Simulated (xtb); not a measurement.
xtb input:

```bash
xtb mol.xyz --gfn 2 --ohess tight --chrg 0 --uhf 0
```
mol.xyz:
```
8

C     -2.15985246     0.05397012     0.16374613
Ge    -0.23035874     0.01501848     0.04906815
Cl     0.60079350     1.99503986    -0.23071939
Cl     0.64856892    -0.84846934     1.78920272
Cl     0.43641506    -1.20446382    -1.68071293
H     -2.43995194     0.67063304     0.99871331
H     -2.58826426     0.51282380    -0.76238374
H     -2.56331953    -0.92524375     0.26052005
```

### Question
Predict the final energy.

### Answer
-19.39684 Eh (GFN2-xTB).
